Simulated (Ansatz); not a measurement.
Which method gave which barrier?

Saddle point of CH$_{6}$GeO, closed shell (CH₆GeO ([CH3][O][GeH3]) → CH₂O ([CH2][O]) + GeH₄; bonds formed: Ge1–H4; bonds broken: Ge1–O2, C3–H4), PBE0-D4/def2-TZVP structure:

```json
{"atom": "Ge1", "x (Å)": "-0.2645", "y (Å)": "0.9872", "z (Å)": "-0.4257"}
{"atom": "O2", "x (Å)": "1.0342", "y (Å)": "-0.7639", "z (Å)": "-0.6874"}
{"atom": "C3", "x (Å)": "0.3889", "y (Å)": "-1.1031", "z (Å)": "0.3822"}
{"atom": "H4", "x (Å)": "-0.6561", "y (Å)": "-0.2926", "z (Å)": "0.6565"}
{"atom": "H5", "x (Å)": "1.0360", "y (Å)": "1.7150", "z (Å)": "-0.0955"}
{"atom": "H6", "x (Å)": "-1.4125", "y (Å)": "1.8345", "z (Å)": "0.2490"}
{"atom": "H7", "x (Å)": "-0.7440", "y (Å)": "0.6082", "z (Å)": "-1.8218"}
{"atom": "H8", "x (Å)": "0.8691", "y (Å)": "-0.9782", "z (Å)": "1.3725"}
{"atom": "H9", "x (Å)": "-0.2513", "y (Å)": "-2.0071", "z (Å)": "0.3702"}
```

Program: Ansatz 0.2.0. Basis: def2-TZVPP, with def2-QZVPP for the basis limit. Cores are frozen in the correlated methods. Filled d shells of the heavier atoms are correlated. The def2 sets are not built for correlating such inner shells, so the correlated values are less sure here. Extrapolation: Hartree–Fock as exp(−7.88 √X), correlation as X^−2.97. Four methods, as single points on the PBE0-D4 structures, gave these electronic barriers from the start structure: 63.54, 67.18, 72.00, 79.55 kcal/mol.

Problem. The methods were, in alphabetical order, CCSD(T), HF, r2SCAN-D4, SPW92. Which gave which? (A judgement: the text doesn't fix the answer.)

Solution. Computed: SPW92 63.54; r2SCAN-D4 67.18; CCSD(T) 72.00; HF 79.55 kcal/mol. For comparison, CCSD(T) at an estimated basis limit (MP2 extrapolated from triple and quadruple zeta, plus CCSD(T) − MP2 in triple zeta) gives 72.21 kcal/mol.

No T1 diagnostic of these runs exceeds 0.015.

Labels in which every atom is bracketed show which atoms are joined, not bond orders.

For scale, one of the runs: CCSD(T)/def2-TZVPP, 194 basis functions (an equivalent command: `ansatz run in.yaml --threads 4`). Time: 49 s of wall clock on 4 CPU threads; the host was shared. Peak host memory: 2.3 GiB.
